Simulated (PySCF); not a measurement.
Cl3Ge, SMILES [Cl][Ge]([Cl])[Cl], multiplicity 2. Geometry optimised at B3LYP-D3(BJ)/def2-SVP. The isomer is the one that the SMILES or the coordinates give; other isomers of the formula were not compared.

The numbers are results of B3LYP-D3(BJ)/def2-SVP (PySCF), not measurements.

Harmonic wavenumbers (cm⁻¹): 126, 126, 156, 365, 408, 408. Rotational constants (GHz): 2.036, 2.036, 1.134; symmetry number 3.

Task: Work out the zero-point energy and the ideal-gas rigid-rotor harmonic-oscillator thermochemistry at 298.15 K and 1 atm.

Result: ZPE = ½ Σ hcν = ½ × 1588 cm⁻¹ = 2.27 kcal/mol. H − E(el) = 6.49 kcal/mol. Entropy in cal/(mol K): translation 41.45, rotation 26.43, vibration 11.58, spin 1.38, total 80.85. G − E(el) = -17.61 kcal/mol. Cp = 18.15 cal/(mol K). Modes under 150 cm⁻¹ make the vibrational entropy uncertain.
